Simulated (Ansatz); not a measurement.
Ansatz results at the PBE0-D4/def2-TZVP geometry: size of the dipole moment (B3LYP/def2-TZVPP) 7.66 D; HOMO–LUMO gap (ωB97M-V/def2-TZVPP) 8.34 eV; size of the dipole moment (PBE/def2-TZVPP) 7.30 D.

Each molecule was computed in one conformer, which needn't be the lowest.

Which molecule gave them?
A. `CC[P+](CC)(CC)[In-]([Cl])([Cl])[Cl]`
B. `FN(F)F`
C. `F[P+](F)(F)[AlH3-]`
D. `C[S][Au-][P+](C)(C)C`

D. The others give `FN(F)F`: 0.13, 16.08, 0.04; `F[P+](F)(F)[AlH3-]`: 1.38, 11.74, 1.48; `CC[P+](CC)(CC)[In-]([Cl])([Cl])[Cl]`: 8.90, 10.82, 8.79.

B3LYP here is the variant with VWN-RPA as its local correlation; programs differ in this.
